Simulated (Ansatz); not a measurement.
Z-matrix (Å, degrees):
```
C
B 1 1.557
H 1 1.091 2 113.8
H 1 1.096 2 109.8 3 -122.3
H 1 1.096 2 110.0 3 122.6
O 2 1.360 1 120.6 3 0.1
H 2 1.207 1 121.3 3 -179.8
Si 6 1.635 2 133.2 1 178.8
O 8 1.619 6 110.4 2 131.8
F 8 1.588 6 105.8 2 -108.6
H 8 1.468 6 113.0 2 10.8
H 9 0.958 8 119.7 6 49.7
```

Total charge 0; spin multiplicity 1.

(1) List the PBE/def2-TZVPP orbital energies in eV (Ansatz). (An estimate is asked.)

## Answers

(1) The calculation gave: Occupied: -1781.27, -659.91, -510.88, -510.77, -268.25, -177.66, -138.80, -95.58, -95.56, -95.50, -29.70, -25.81, -25.33, -17.30, -14.86, -13.54, -12.25, -11.42, -10.75, -10.56, -9.98, -9.76, -9.51, -9.13, -8.95, -8.78, -8.19, -7.06. Lowest empty: -1.24, -0.23, 0.52, 0.66, 1.03, 1.82, 2.14, 2.25.
